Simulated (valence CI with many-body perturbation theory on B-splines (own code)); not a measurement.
**Er37+: fill in the table**

Level of theory: relativistic CI+MBPT: three valence electrons over a frozen Dirac-Fock core [Ar] 3d10, radial functions for each j: 11 s, 11 p, 10 d, 8 f, 5 g, 2 h, with the one-electron correlation potential Σ1 (screened to all orders), the two-electron term Σ2, the three-electron term Σ3, Breit, model QED; selected single and double excitations, second order for the rest, scaled by the run's own slope (own B-spline code, finite nucleus).

No measured spectrum was set against this ion. As an estimate, large intervals hold to a few tenths of a per cent, small ones and those within an open d or f shell to about a per cent.

| Level | E (cm⁻¹) |
| --- | --- |
| (4s^2 4p1/2) J=1/2 | 0 |
| (4s^2 4p3/2) J=3/2 | 502820 |
| (4s 4p1/2^2) J=1/2 | ? |
| (4s 4p1/2 4p3/2) J=3/2 [a] | 1073900 |
| (4s 4p1/2 4p3/2) J=5/2 | 1131900 |
| (4s 4p1/2 4p3/2) J=3/2 [b] | ? |
| (4s 4p1/2 4p3/2) J=1/2 | 1238600 |
| (4s 4p3/2^2) J=5/2 | 1590800 |
| (4s^2 4d3/2) J=3/2 | 1619500 |
| (4s 4p3/2^2) J=1/2 | 1741900 |
| (4s^2 4d5/2) J=5/2 | ? |
| (4s 4p3/2^2) J=3/2 | 1774700 |
| (4p1/2^2 4p3/2) J=3/2 | 1884100 |
| (4s 4p1/2 4d3/2) J=3/2 [a] | 2145300 |
| (4s 4p1/2 4d3/2) J=5/2 | ? |
| (4s 4p1/2 4d3/2) J=3/2 [b] | ? |
| (4s 4p1/2 4d3/2) J=1/2 | 2284300 |
| (4s 4p1/2 4d5/2) J=5/2 [a] | 2296900 |
| (4p1/2 4p3/2^2) J=3/2 | ? |
| (4s 4p1/2 4d5/2) J=7/2 | 2337600 |

Levels are named by their leading jj configuration (3d3/2^4 stands for four electrons in 3d with j = 3/2), which in mixed levels can hold well under half, so a name can repeat and another be missing. Letters in brackets count levels of one name in rising energy.

The levels stand in rising order. What does the calculation give for the missing energies?

(4s 4p1/2^2) J=1/2 659590; (4s 4p1/2 4p3/2) J=3/2 [b] 1216100; (4s^2 4d5/2) J=5/2 1757300; (4s 4p1/2 4d3/2) J=5/2 2187500; (4s 4p1/2 4d3/2) J=3/2 [b] 2282800; (4p1/2 4p3/2^2) J=3/2 2313100.
